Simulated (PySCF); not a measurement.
Orbital gap (eV) of eight silicon and germanium compounds: PBE beside r2SCAN, computed with PySCF for isolated molecules in the bases named; differences from unrounded values. The eight are the first of their class met in an unordered collection, after screening for sound electronic states; none was chosen by its value. Each molecule has one DFT geometry for both levels.

```
molecule                                                      basis  r2SCAN   PBE  difference
--------------------------------------------------------  ---------  ------  ----  ----------
Si(Cl)3(OSiH3) (Cl3H3OSi2), SMILES [SiH3]O[Si](Cl)(Cl)Cl  def2-TZVP    7.27  6.47       -0.81
C5H6Si, SMILES C#C[SiH2]C#CC                              def2-TZVP    5.81  5.36       -0.45
C₂H₇NOSi₂, SMILES C[SiH2][SiH2]OC#N                       def2-TZVP    5.30  4.74       -0.56
Si(H)2(OH)(SMe) (CH₆OSSi), SMILES CS[SiH2]O               def2-TZVP    5.38  4.76       -0.62
BH6NO2Si, SMILES OB(O)N[SiH3]                             def2-TZVP    6.51  5.59       -0.92
C3H9ClOSi, SMILES CC(C)(O)[SiH2]Cl                        def2-TZVP    5.78  5.14       -0.64
C2H9NSi3, SMILES N#C[C@H]([SiH3])[SiH2][SiH3]             def2-TZVP    6.30  5.78       -0.52
CH₈FNOSi₂, SMILES C[SiH2]N[Si@H](O)F                      def2-TZVP    6.97  6.14       -0.83
```

PBE lies below r2SCAN in 8 and above it in 0 of the eight; the mean signed difference is -0.67 and the largest -0.92 eV.
